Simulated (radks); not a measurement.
Ionisation of neutral caesium, [Xe] 6s1, to [Xe] as the strength of local exchange is varied. Calculated with a radial shooting solver on a logarithmic mesh with Libxc functionals: scalar-relativistic Kohn-Sham, Slater X-alpha exchange (alpha = 2/3 is LDA exchange), no correlation, spin-unpolarised, spherical densities, finite nucleus; Fermi nuclear charge, rms radius 4.8041 fm.

[
 {"alpha": "0.633", "E(Cs) (hartree)": "-7766.1156", "exchange (hartree)": "-171.1913", "IE (eV)": "3.231", "-e of the level emptied (eV)": "1.494 (6s)", "<r> of it (bohr)": "5.960"},
 {"alpha": "0.667", "E(Cs) (hartree)": "-7775.3414", "exchange (hartree)": "-180.5885", "IE (eV)": "3.336", "-e of the level emptied (eV)": "1.588 (6s)", "<r> of it (bohr)": "5.864"},
 {"alpha": "0.692", "E(Cs) (hartree)": "-7782.1317", "exchange (hartree)": "-187.5114", "IE (eV)": "3.414", "-e of the level emptied (eV)": "1.659 (6s)", "<r> of it (bohr)": "5.796"},
 {"alpha": "0.78", "E(Cs) (hartree)": "-7806.0781", "exchange (hartree)": "-211.9683", "IE (eV)": "3.695", "-e of the level emptied (eV)": "1.918 (6s)", "<r> of it (bohr)": "5.572"},
 {"alpha": "0.872", "E(Cs) (hartree)": "-7831.1870", "exchange (hartree)": "-237.6840", "IE (eV)": "4.002", "-e of the level emptied (eV)": "2.205 (6s)", "<r> of it (bohr)": "5.360"},
 {"alpha": "0.999", "E(Cs) (hartree)": "-7865.9724", "exchange (hartree)": "-273.4295", "IE (eV)": "4.444", "-e of the level emptied (eV)": "2.628 (6s)", "<r> of it (bohr)": "5.099"},
 {"alpha": "1.037", "E(Cs) (hartree)": "-7876.4087", "exchange (hartree)": "-284.1806", "IE (eV)": "4.581", "-e of the level emptied (eV)": "2.761 (6s)", "<r> of it (bohr)": "5.027"},
 {"alpha": "1.045", "E(Cs) (hartree)": "-7878.6074", "exchange (hartree)": "-286.4473", "IE (eV)": "4.610", "-e of the level emptied (eV)": "2.789 (6s)", "<r> of it (bohr)": "5.012"}
]

NIST Atomic Spectra Database: 3.894 eV (measured). The Delta-SCF value meets it near alpha = 0.84. Spin polarisation and multiplet splitting are left out, so open shells lie too high by an amount that depends on their filling.

Beside tabulated values, note that spin-unpolarised runs miss the spin-polarisation part of the exchange energy of open shells.
